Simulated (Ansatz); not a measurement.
Born–Oppenheimer molecular dynamics of BClH$_{2}$O$_{2}$ (6 atoms, charge 0, multiplicity 1). It goes on from the last frame of an earlier run, with new velocities.

Method: RKS B3LYP/def2-SVP in Ansatz.

```
ensemble                      : NVE (velocity Verlet)
time step                     : 0.5 fs
steps asked                   : 250
starting velocities drawn for : 200 K
masses                        : H 2.014 u
seed                          : 588242
```

First frame:

```xyz
6
Properties=species:S:1:pos:R:3
B 0.279 0.168 -0.260
O -0.071 0.448 1.008
H -0.953 0.370 1.405
Cl 1.783 -0.187 -0.900
O -0.805 0.037 -1.046
H -1.588 0.444 -1.362
```

Question: How far do the bonds stretch over the last three quarters of this one trajectory? (Pairs bonded in most of those frames.)

Answer: 
| bond | mean (Å) | spread (Å) | shortest | longest |
| --- | --- | --- | --- | --- |
| B1–O2 | 1.367 | 0.070 | 1.24 | 1.49 |
| B1–Cl4 | 1.783 | 0.067 | 1.69 | 1.93 |
| B1–O5 | 1.366 | 0.045 | 1.26 | 1.44 |
| O2–H3 | 0.966 | 0.015 | 0.93 | 0.99 |
| O5–H6 | 0.968 | 0.015 | 0.93 | 1.00 |

Mean temperature of the second half: 946 K. The conserved energy stayed within 0.21 meV per atom of its start (net change -0.059 meV per atom), so the integration is sound. The kinetic energy rose, since the run started high on the potential surface and went downhill. A run of 0.12 ps of so small a system gives no equilibrium averages.

Run time: 13 min on 1 thread of AMD EPYC 7R43 64-Core Processor (Zen 3), on a shared host, peak memory 0.14 GiB.
